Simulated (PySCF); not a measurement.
A calculated (PBE, PySCF 2.14, pcseg-2, the non-relativistic Hamiltonian (point nucleus)) atom or ion has these occupied shells.

```csv
shell,electrons,orbital energy (eV),"rms radius, mean of both spins (bohr)"
1s α,1,-662.73,0.205
1s β,1,-661.93,0.205
2s α,1,-30.550,1.11
2s β,1,-28.541,1.11
2p α,3,-11.827,1.27
2p β,2,-10.262,1.27
```

Problem. Name the element and its charge.

Solution. F (fluorine, neutral), in [He] 2s2 2p5, 2P determinant.
